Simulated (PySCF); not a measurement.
# Ionisation energy of V¹²⁺ by level of theory

V¹²⁺ [Ne] 3s1 (2S) → V¹³⁺ [Ne] (1S), as a difference of total energies. Computed with PySCF 2.14 in an uncontracted even-tempered set (19 s from 0.69 bohr⁻², ratio 2.5; 11 p from 0.9 bohr⁻², ratio 2.5; 5 d from 3.8 bohr⁻², ratio 2.7; 4 f from 5.8 bohr⁻², ratio 2.7), with the spin-free X2C one-electron Hamiltonian (Gaussian nucleus). Correlated levels: outer shells: 1s2 frozen; virtual orbitals above 40 to 60 times the deepest correlated orbital energy dropped. The calculations carry no spin-orbit coupling.

```csv
method,ionisation energy (eV)
UHF,335.71
MP2 (outer shells),336.28
SCS-MP2 (outer shells),336.17
CCSD (outer shells),336.28
CCSD(T) (outer shells),336.29
```

**Question.** How much does correlation contribute at CCSD(T) (outer shells)?

**Answer.** 336.29 − (335.71) = 0.58 eV, measured against UHF.

For comparison: 336.27 eV (semi-empirical (NIST evaluation); NIST Atomic Spectra Database, ionization energies).
